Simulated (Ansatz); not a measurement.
Consider the ligand exchange at the Si–N bond: `C[SiH2]N[SiH3]` + `NC(O)O` → `OC(O)N[SiH3]` + `C[SiH2]N`.

Computed with Ansatz on PBE0-D4/def2-TZVP structures; ΔE is electronic, products minus reactants. CCSD(T)/CBS adds triple-zeta CCSD(T) − MP2 to the extrapolated MP2 energy (def2 sets, frozen cores). One conformer a species, not always the lowest.

| species | MP2/def2-QZVPP energy (Eh) |
| --- | --- |
| `C[SiH2]N[SiH3]` | -676.26389 |
| `NC(O)O` | -246.00936 |
| `OC(O)N[SiH3]` | -536.27307 |
| `C[SiH2]N` | -385.99305 |

(1) Work out ΔE.

Largest T1 diagnostic among the species: 0.011.

## Answers

(1) ΔE = (-536.27307) + (-385.99305) − (-676.26389) − (-246.00936) = 0.00713 Eh = +18.7 kJ/mol. CCSD(T)/CBS gives +19.0 kJ/mol.
